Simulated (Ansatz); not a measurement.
`O=CB(S)Cl` + `COC(N)O` → `NB(S)Cl` + `COC(O)C=O`  (formal exchange of groups at a B–C bond)

Gas-phase electronic energies from Ansatz, PBE0-D4/def2-TZVP geometries. CCSD(T)/CBS is the MP2 limit (def2-TZVPP, def2-QZVPP) plus CCSD(T) − MP2 in def2-TZVPP, frozen cores. This one scheme is used for every species. Functionals use def2-TZVPP. One conformer a species, not always the lowest.

`O=CB(S)Cl`:

```xyz
7

O     1.463   -1.506   -0.219
C     0.881   -0.511    0.123
B    -0.593   -0.130   -0.384
S    -1.365    1.369    0.177
Cl   -1.426   -1.185   -1.480
H     1.376    0.199    0.831
H    -0.336    1.763    0.952
```

`COC(N)O`:

```xyz
12

C    -1.699   -0.377    0.277
O    -0.357   -0.362    0.708
C     0.542    0.054   -0.268
N     1.886   -0.053    0.185
O     0.251    1.389   -0.576
H    -1.813   -0.980   -0.634
H    -2.068    0.633    0.080
H    -2.285   -0.830    1.076
H     0.419   -0.582   -1.164
H     2.150   -1.023    0.296
H     1.969    0.406    1.086
H     1.005    1.726   -1.068
```

`NB(S)Cl`:

Z-matrix (Å, degrees):
```
N
B 1 1.391
H 1 1.005 2 121.6
H 1 1.004 2 123.8 3 180.0
S 2 1.813 1 125.3 3 -180.0
Cl 2 1.772 1 118.9 3 0.0
H 5 1.344 2 97.0 1 0.0
```

`COC(O)C=O`:

Cartesian coordinates in Å:
```
C 0.633 0.595 -1.610
O 0.511 -0.374 -0.591
C -0.419 -0.027 0.388
O -0.072 1.076 1.138
C -0.515 -1.269 1.263
O -0.253 -1.231 2.432
H 1.356 0.211 -2.329
H 0.988 1.548 -1.209
H -0.329 0.754 -2.115
H -1.396 0.176 -0.084
H 0.297 0.745 1.970
H -0.803 -2.204 0.749
```

```tsv
level	ΔE (kJ/mol)
PBE	-136.9
SCS-MP2/def2-TZVPP	-144.6
```

What does CCSD(T)/CBS give? (An estimate is asked.)

Computed: -145.0 kJ/mol. The listed levels differ from it by 8.1, 0.4 kJ/mol.

Largest T1 diagnostic among the species: 0.015.

In def2-TZVPP, CCSD(T) changes the Hartree–Fock value by +12.3 kJ/mol (the triples alone add +2.4 kJ/mol) and MP2 by +8.2 kJ/mol. From PBE to PBE0 (25 % exact exchange), in def2-TZVPP and without D4, ΔE moves by −7.4 kJ/mol.
